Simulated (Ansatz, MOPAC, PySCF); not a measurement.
Noncovalent pair: H2O (SMILES O) (first 3 atoms) with CH3F (SMILES CF); geometry from B3LYP-D3(BJ)/def2-TZVP, rigid monomers moved along the line of their centres of mass till H3···F5 is 2.30 Å.
(charge 0, multiplicity 1):
```csv
atom,x (Å),y (Å),z (Å)
O,-0.1214,-0.0633,0.5828
H,0.0078,0.6366,-0.0644
H,-0.4799,0.3723,1.3672
C,0.4670,-0.2799,4.1074
F,-0.4687,0.6592,3.6487
H,-0.0647,-1.0328,4.6880
H,0.9493,-0.7288,3.2407
H,1.1929,0.2420,4.7300
```

```csv
level,interaction energy (kcal/mol),"minus MP2/CBS(aug-cc-pVDZ, aug-cc-pVTZ) + ΔCCSD(T)/aug-cc-pVDZ"
PM6,-0.54,2.89
HF/STO-3G (no counterpoise),-1.64,1.78
HF/3-21G (no counterpoise),-6.56,-3.14
HF/6-31G*,-2.79,0.63
HF/6-31G* (no counterpoise),-4.34,-0.91
r2SCAN/def2-TZVPPD,-3.29,0.13
B3LYP/6-311+G** (no counterpoise),-3.26,0.17
PBE0/def2-TZVPPD,-2.96,0.46
PBE0-D4/def2-TZVPPD,-3.38,0.04
wB97X-V/def2-TZVPPD,-3.44,-0.02
MP2/6-31G* (no counterpoise),-5.42,-1.99
"MP2/CBS(aug-cc-pVDZ, aug-cc-pVTZ)",-3.39,0.03
SCS-MP2/aug-cc-pVTZ,-3.03,0.39
"MP2/CBS(aug-cc-pVDZ, aug-cc-pVTZ) + ΔCCSD(T)/aug-cc-pVDZ",-3.42,0.00
```

 The comparison column counts from a level with limits of its own.

The rows run from -6.56 (HF/3-21G (no counterpoise)) to -0.54 kcal/mol (PM6). The dispersion term adds -0.42 in PBE0-D4. The 3 functionals in def2-TZVPPD without D3 or D4 span 0.48, from wB97X-V to PBE0.

Monomers are frozen at their geometry in the pair; levels with a basis set take the counterpoise correction. Rows marked so take none.

Frozen-core correlation. CBS(a, b) extrapolates the correlation energy as X⁻³ and adds the Hartree–Fock energy of set b. Rows in 3-21G, 6-311+G**, 6-31G*, STO-3G carry no dispersion term and start afresh at each structure (6-31G* with six Cartesian d functions). MP2/6-31G* freezes PySCF's default core. The state reached by PM6 isn't checked.

Programs: Ansatz (a first-principles code); MOPAC for PM6 (differences of heats of formation); PySCF for 3-21G rows, 6-311+G** rows, 6-31G* rows, STO-3G rows, the dispersion terms. Values without a source in brackets are computed.
